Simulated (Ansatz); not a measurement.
The same ligand exchange along the group B, Al, Ga, In.

Calculated with Ansatz (gas phase, PBE0-D4/def2-TZVP geometries, no zero-point term in ΔE). CBS: MP2 limit from def2 TZ/QZ plus the TZ coupled-cluster correction, frozen cores. This one scheme is used for every species. def2 core potentials past Kr. For Br, In outer-core shells are correlated without core-valence functions, which leaves a few kJ/mol of doubt a bond. Scalar relativity is left out up to krypton. Each species was taken in one conformer, which may not be the lowest.

(1) Order these by ΔE at CCSD(T)/CBS, lowest first. (An estimate is asked.)
A. `[OH][In]([F])[Br]` + CH₃OH → `C[O][In]([OH])[Br]` + H–F
B. `OB(F)Br` + CH₃OH → `COB(O)Br` + H–F
C. `[OH][Al]([F])[Br]` + CH₃OH → `C[O][Al]([OH])[Br]` + H–F

Largest T1 diagnostic: 0.015, for `C[O][In]([OH])[Br]`.

Results:

(1) B (+0.8 kJ/mol), A (+23.6 kJ/mol), C (+45.2 kJ/mol).
